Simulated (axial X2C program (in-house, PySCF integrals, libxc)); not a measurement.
# Outer orbitals of SbB at 2.061 Å, PBE0

Calculated with an in-house relativistic program for diatomic molecules. Spin-free means the one-electron spin-free X2C Hamiltonian; two-component (2c) means X2C with spin–orbit coupling and atomic mean-field two-electron Coulomb and Gaunt terms, so the difference of the two also holds small scalar two-electron terms. Basis: Sb dyall-cv3z [11s12p8d4f1g], B dyall-v3z [7s6p2d1f] (cores contracted in-house); Gaussian nuclei, density fitting, unrestricted open shells. Masses: Sb 120.904 u, B 11.009 u.

The distance is close to the 2c PBE0 minimum; the highest filled and lowest empty levels are listed.

Spin-free orbitals, state M_S = 1, Λ = 1 (beyond evenly filled blocks: σα, π+α, π+β, π-α) (Löwdin shares):

| symmetry | occupied | ε (eV) | atomic character |
| --- | --- | --- | --- |
| σα | yes | -16.25 | 55% Sb s, 26% B s, 12% B p |
| σβ | yes | -15.19 | 58% Sb s, 23% B s, 14% B p |
| σα | yes | -10.93 | 40% B s, 30% Sb p, 18% Sb s |
| σβ | yes | -9.46 | 43% Sb p, 31% B s, 18% Sb s |
| σα | yes | -7.19 | 55% B p, 29% Sb p, 10% B s |
| π+α | yes | -6.82 | 61% Sb p, 35% B p, 2% B d |
| π-α | yes | -6.82 | 61% Sb p, 35% B p, 2% B d |
| π+β | yes | -6.08 | 67% Sb p, 29% B p, 3% B d |
| π-β | no | -4.27 | 67% Sb p, 30% B p, 3% B d |
| σβ | no | -3.08 | 50% B p, 23% B s, 18% Sb p |
| π+α | no | -2.08 | 53% B p, 31% Sb p, 11% Sb d |
| π-α | no | -2.08 | 53% B p, 31% Sb p, 11% Sb d |

Spinors with spin–orbit coupling (state Ω = 2):

```csv
ω,occupied,ε (eV),atomic character,λ mixture
1/2,yes,-16.21,"55% Sb s, 26% B s, 12% B p",100% σ
-1/2,yes,-15.17,"58% Sb s, 22% B s, 14% B p",100% σ
1/2,yes,-10.91,"39% B s, 30% Sb p, 18% Sb s",100% σ
-1/2,yes,-9.44,"44% Sb p, 30% B s, 18% Sb s",100% σ
1/2,yes,-7.19,"53% B p, 31% Sb p, 10% B s","97% σ, 3% π"
-1/2,yes,-6.94,"62% Sb p, 33% B p, 3% B d","99% π, 1% σ"
3/2,yes,-6.67,"56% Sb p, 40% B p, 2% B d",100% π
1/2,yes,-6.19,"68% Sb p, 28% B p, 3% B d","97% π, 3% σ"
-3/2,no,-4.12,"65% Sb p, 31% B p, 3% B d",100% π
-1/2,no,-3.05,"50% B p, 23% B s, 18% Sb p","99% σ, 1% π"
-1/2,no,-2.11,"55% B p, 30% Sb p, 10% Sb d","99% π, 1% σ"
3/2,no,-2.02,"49% B p, 36% Sb p, 10% Sb d",100% π
```

(1) How does the gap between the highest filled and lowest empty level change from the spin-free to the 2c table?

Mulliken charges and populations of the two-component result (they depend on the basis, above all on diffuse functions):

Sb 0.18 e (s 9.87 p 20.90 d 20.04 f 0.01), B -0.18 e (s 3.57 p 1.57 d 0.04). ⟨Lz⟩ = 1.01 ħ and ⟨Sz⟩ = 0.99 ħ (0.39 and 0.60 on the two atoms), which add up to Ω.

The state is a single determinant with fixed occupations, the lowest that a limited PBE0 search found. Density functionals use the spin component along the axis (collinear). PBE0 can misorder states that lie within some tenths of an eV, so this need not be the ground state of the molecule. The nearest other spin-free determinant of the search, M_S = 0, Λ = 1, lies 0.13 eV up at the distance of the search. The functionals have no current-density term, which raises determinants with orbital currents, atoms included. With several unpaired electrons one determinant need not be a pure state. Open-shell Ω = 0 determinants with evenly filled partner blocks cannot be reached by this program, so the Ω shown need not be the lowest component.

Answers

(1) From 1.81 to 2.07 eV at PBE0, a change of 0.26 eV.
